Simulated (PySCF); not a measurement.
H₆N₂O₂Zr, SMILES [NH2][Zr]([NH2])([OH])[OH], multiplicity 1.

Geometry optimised at PBE0-D3(BJ)/def2-SVP. The spin state was assumed, not searched. The structure was generated by enumeration; whether it is a known compound was not checked. The def2 effective core potentials stand for the cores of Zr; spin–orbit coupling is left out. Other conformers were not sampled.

Vertical ionisation energy (IE) and electron affinity (EA) in eV. Rows of orbital energies are one-electron estimates. Where ΔSCF, EOM or ADC give a negative EA the extra electron is unbound and the value depends on the basis.

```tsv
level	IE	EA
−ε(HOMO), −ε(LUMO), B3LYP/def2-TZVP (PySCF)	___	___
−ε(HOMO), −ε(LUMO), PBE/def2-TZVP (PySCF)	5.27	0.84
```

### Question
Some entries are withheld; supply them. (The exact figures need the calculation; the answer reports its results.)

### Answer

- −ε(HOMO), −ε(LUMO), B3LYP/def2-TZVP (PySCF), IE: 6.40
- −ε(HOMO), −ε(LUMO), B3LYP/def2-TZVP (PySCF), EA: 0.33
